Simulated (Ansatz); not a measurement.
Basis-set extrapolation for CH3BO2S (`OB1OCS1`) (PBE0-D4/def2-TZVP geometry, frozen core, the Gaussian-basis code of Ansatz). Multiplicity 1, RHF reference.

```json
{"": "HF", "def2-TZVPP": "-611.763396", "def2-QZVPP": "-611.784450"}
{"": "MP2 correlation", "def2-TZVPP": "-0.900570", "def2-QZVPP": "-0.971170"}
{"": "CCSD(T) correlation", "def2-TZVPP": "-0.965195", "def2-QZVPP": "not run"}
```

Energies in hartree. Use E(X) = E(∞) + A·exp(−7.88·√X) for Hartree–Fock and E(X) = E(∞) + B·X^(−2.97) for correlation, with X = 3 and 4, and add CCSD(T) minus MP2 of the smaller set to the MP2 limit.

Task: What is the CCSD(T) energy at the basis-set limit?

Result: HF limit: -611.784450 + (-0.021054) × 0.13774 = -611.78735. MP2 limit: -0.971170 + (-0.070600) × 0.74074 = -1.02347. Higher-order term: -0.965195 − (-0.900570) = -0.06463. Total: -612.87545 hartree, 385.6 kJ/mol below CCSD(T)/def2-TZVPP.
